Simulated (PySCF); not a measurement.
**Spin-rotation constants: `FCC(F)(F)O[c+]1cc1Br`, [C5H3BrF3O]+, charge +1**

Molfile (atoms numbered from 1):
```
C5H3BrF3O
     RDKit          3D

 13 13  0  0  0  0  0  0  0  0999 V2000
   -0.5219    1.4598    0.7964 F   0  0  0  0  0  0  0  0  0  0  0  0
   -1.6645    0.8007    0.4452 C   0  0  0  0  0  0  0  0  0  0  0  0
   -1.2301   -0.4186   -0.3768 C   0  0  0  0  0  0  0  0  0  0  0  0
   -0.7881   -0.0751   -1.5912 F   0  0  0  0  0  0  0  0  0  0  0  0
   -2.1896   -1.3097   -0.5186 F   0  0  0  0  0  0  0  0  0  0  0  0
   -0.1508   -1.1070    0.2986 O   0  0  0  0  0  0  0  0  0  0  0  0
    1.0404   -0.7152    0.1549 C   0  0  0  0  0  0  0  0  0  0  0  0
    2.3814   -0.8519    0.4780 C   0  0  0  0  0  0  0  0  0  0  0  0
    2.0163    0.1334   -0.4231 C   0  0  0  0  0  0  0  0  0  0  0  0
    2.4334    1.4959   -1.5100 Br  0  0  0  0  0  0  0  0  0  0  0  0
   -2.2866    1.4686   -0.1606 H   0  0  0  0  0  0  0  0  0  0  0  0
   -2.1846    0.4843    1.3549 H   0  0  0  0  0  0  0  0  0  0  0  0
    3.1403   -1.3647    1.0348 H   0  0  0  0  0  0  0  0  0  0  0  0
  1  2  1  0
  2  3  1  0
  3  4  1  0
  3  5  1  0
  3  6  1  0
  6  7  1  0
  7  8  1  0
  8  9  2  0
  9 10  1  0
  9  7  1  0
  2 11  1  0
  2 12  1  0
  8 13  1  0
M  CHG  1   7   1
M  END
```

Method: PySCF 2.14.0, GIAO B3LYP/pcSseg-1 magnetisability, rotational g tensor and spin-rotation constants, non-relativistic, gas phase. Geometry: GFN2-xTB.

The calculation is non-relativistic, which matters for the atoms heavier than Zn. For an ion the centre-of-mass motion in the field is neglected.

Problem. Give the nuclear spin-rotation constants along the inertial axes (H = +C I·J) beside the isotropic shieldings.

Solution. Rotational constants 1.7369, 0.5431, 0.5106 GHz. A star marks the isotopologue with that one atom substituted, in its own axes.
```tsv
atom	isotope	Caa (kHz)	Cbb (kHz)	Ccc (kHz)	mean (kHz)	σ (ppm)
F1	19F	0.642	0.047	0.105	0.265	430.5
F4	19F	2.195	0.714	0.578	1.163	252.2
F5	19F	2.098	0.639	0.643	1.126	256.2
Br10	79Br	4.123	1.228	0.881	2.078	1731.5
H11	1H	-0.218	0.031	-0.058	-0.082	26.0
H12	1H	-0.051	-0.056	-0.028	-0.045	26.3
H13	1H	-0.175	0.032	-0.058	-0.067	23.0
C2	13C*	0.386	0.149	0.127	0.221	94.1
C3	13C*	0.585	0.173	0.158	0.305	43.4
O6	17O*	-0.495	-0.171	-0.072	-0.246	91.5
C7	13C*	0.853	0.255	0.092	0.400	6.6
C8	13C*	0.944	0.205	0.063	0.404	27.2
C9	13C*	0.954	0.247	0.082	0.428	1.9
```
For the geometry as given, no vibrational averaging.
